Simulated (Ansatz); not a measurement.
Reaction (formal hydrolysis of the Al–Ge bond): `[CH3][GeH2][AlH][C]#N` + H₂O → `N#[C][AlH][OH]` + `[CH3][GeH3]`

Computed with Ansatz on PBE0-D4/def2-TZVP structures; ΔE is electronic, products minus reactants. CCSD(T)/CBS adds triple-zeta CCSD(T) − MP2 to the extrapolated MP2 energy (def2 sets, frozen cores). This one scheme is used for every species. Functionals use def2-TZVPP. For Ge outer-core shells are correlated without core-valence functions, which leaves a few kJ/mol of doubt a bond. Scalar relativity is left out up to krypton. Each species was taken in one conformer, which may not be the lowest.

`[CH3][GeH2][AlH][C]#N`:

Cartesian coordinates in Å:
```
C -0.832 0.618 -1.446
Ge -0.350 1.069 0.399
Al 1.019 -0.673 1.488
C 1.171 -2.358 0.526
N 1.220 -3.330 -0.095
H -1.370 -0.330 -1.475
H 0.064 0.525 -2.060
H -1.467 1.399 -1.867
H -1.636 1.275 1.232
H 0.399 2.419 0.430
H 1.783 -0.615 2.868
```

H₂O:

```xyz
3

O     0.044   -0.382    0.062
H     0.180    0.331    0.690
H    -0.224    0.050   -0.752
```

`N#[C][AlH][OH]`:

```xyz
6

N     0.739   -0.213    2.679
C     0.519   -0.084    1.555
Al    0.234    0.169   -0.337
O    -1.261   -0.373   -0.880
H     1.339    0.829   -1.234
H    -1.571   -0.328   -1.783
```

`[CH3][GeH3]`:

Z-matrix (Å, degrees):
```
C
Ge 1 1.953
H 1 1.091 2 110.3
H 1 1.090 2 110.3 3 120.0
H 1 1.090 2 110.3 3 -120.0
H 2 1.539 1 110.4 3 -59.8
H 2 1.539 1 110.4 3 60.2
H 2 1.539 1 110.4 3 -179.8
```

```
         level  ΔE (kJ/mol)  difference from CCSD(T)/CBS
     revPBE-D4       -100.2                         11.7
    r2SCANh-D4       -115.6                         -3.7
    r2SCAN0-D4       -114.8                         -2.9
      PBE-QIDH       -112.2                         -0.3
        revPBE       -101.6                         10.3
        r2SCAN       -117.4                         -5.5
       r2SCANh       -116.9                         -5.0
     CAM-B3LYP       -128.5                        -16.6
MP2/def2-TZVPP       -120.7                         -8.8
MP2/def2-QZVPP       -119.2                         -7.3
   CCSD(T)/CBS       -111.9                            0
```

Largest T1 diagnostic among the species: 0.014.

At CCSD(T), def2-SVP lies −13.3 kJ/mol from the extrapolated value and def2-TZVPP −3.3 kJ/mol. From BLYP to BHLYP (50 % exact exchange), in def2-TZVPP and without D4, ΔE moves by −6.3 kJ/mol.
